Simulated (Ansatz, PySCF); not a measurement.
Gas-phase reaction (SMILES): CB(S)S [methyl-bis(sulfanyl)borane] + 3 [H][H] (H2) -> B (BH3) + C (CH4) + 2 S (H2S); energy of full hydrogenation.

Geometries: B3LYP-D3(BJ)/def2-TZVP minima from Ansatz (an electronic-structure program), one conformer each, not searched for the lowest. Correlated levels leave the core frozen unless marked. Spin-orbit coupling is left out. Non-relativistic. CBS marks a two-point X^-3 extrapolation of the correlation energy; Hartree-Fock from the larger set. Thermal terms are rigid-rotor harmonic-oscillator values from B3LYP-D3(BJ) frequencies (PySCF) at 298.15 K and 1 atm. 1 Eh = 627.5095 kcal/mol.

| species | E, CCSD(T)/CBS(cc-pV(T+d)Z,cc-pV(Q+d)Z) (Ansatz) (Eh) | E, B3LYP-D3(BJ)/def2-TZVPD (Ansatz + dftd3) (Eh) | H - E (Eh) | G - E (Eh) |
|---|---|---|---|---|
| CB(S)S | -861.46501 | -862.52565 | 0.06757 | 0.03032 |
| [H][H] (H2) | -1.17450 | -1.17983 | 0.01336 | -0.00144 |
| B (BH3) | -26.54901 | -26.62529 | 0.03008 | 0.00872 |
| C (CH4) | -40.45816 | -40.53958 | 0.04840 | 0.02728 |
| S (H2S) | -398.96824 | -399.42828 | 0.01881 | -0.00454 |

**Question.** Work out ΔE and ΔH, ΔG, ΔS and the equilibrium constant at 298.15 K at the first level, then ΔH at the second.

**Answer.** 
1. ΔE = [(-26.54901) + (-40.45816) + 2×(-398.96824)] - [(-861.46501) + 3×(-1.17450)] = 0.04486 Eh = 28.2 kcal/mol at CCSD(T)/CBS(cc-pV(T+d)Z,cc-pV(Q+d)Z).
2. The terms H - E add up to 0.00845 Eh, so ΔH = (0.04486 + (0.00845))×627.5095 = 33.5 kcal/mol.
3. The terms G - E add up to 0.00092 Eh, so ΔG = 28.7 kcal/mol, and ΔS = (0.00845 - (0.00092))×627509.5/298.15 = 15.8 cal/(mol K).
4. log10 K = -ΔG/(RT ln 10) = -21.0, with RT ln 10 = 1.3642 kcal/mol.
5. With ΔH and ΔS taken as constant, ΔG changes sign near ΔH/ΔS = 2120 K, a rough figure that leaves out heat capacities.
6. At B3LYP-D3(BJ)/def2-TZVPD the same steps give ΔE = 27.4 and ΔH = 32.7 kcal/mol, a shift of -0.8 from the first level.
7. These values are not checked against measurement here, since the tables used lack a sound gas-phase enthalpy of formation for at least one species.
